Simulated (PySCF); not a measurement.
SMILES CC[SiH2]C#C at its GFN2-xTB optimised geometry (Å):

```
13

C      2.4595     1.2341     2.4805
C      2.1082     0.6286     1.5029
Si     1.5377    -0.2905     0.0000
C     -0.3677    -0.2905     0.0000
C     -0.9637     1.1130     0.0000
H      2.7735     1.7599     3.3367
H      2.0525     0.4066    -1.1861
H      2.0442    -1.6670     0.0696
H     -0.7356    -0.8316     0.8743
H     -0.7336    -0.8339    -0.8738
H     -0.6465     1.6670    -0.8813
H     -2.0525     1.0745     0.0022
H     -0.6397     1.6645     0.8804
```

Method: PySCF 2.14.0 with CAM-B3LYP/def2-TZVP. Cells within 0.4 Å of a nucleus heavier than hydrogen are left out (blank, or x).

Map of the Laplacian of the electron density (e/bohr⁵), clipped to [-1.50, 1.50] on the plane z = 0.0 Å:

```
|555555555555555555555555555|
|555555555555555555555555555|
|555555555555555555555555555|
|555555555555555555555555555|
|555555555555555555555555555|
|555555555555555555555555555|
|555555555555555555555555555|
|555555555555555555555555555|
|555555555555555555555555555|
|5555555443xx555555555555555|
|5555555013xx555555555555555|
|555555554452455555555555555|
|555555555543355558855555555|
|555555555554x3449xx95555555|
|55555555555xxx349xx95555555|
|555555555554944499975555555|
|555555555555555555445555555|
|555555555555555554324555555|
|555555555555555555405555555|
|555555555555555555555555555|
|555555555555555555555555555|
|555555555555555555555555555|
|555555555555555555555555555|
|555555555555555555555555555|
|555555555555555555555555555|
|555555555555555555555555555|
|555555555555555555555555555|
```
Scale: ten equal steps from -1.50 (start of '0') to 1.50 (end of '9'), in the order '0123456789'; x runs from -4.50 to 4.50, y from -4.50 (bottom) to 4.50 (top).
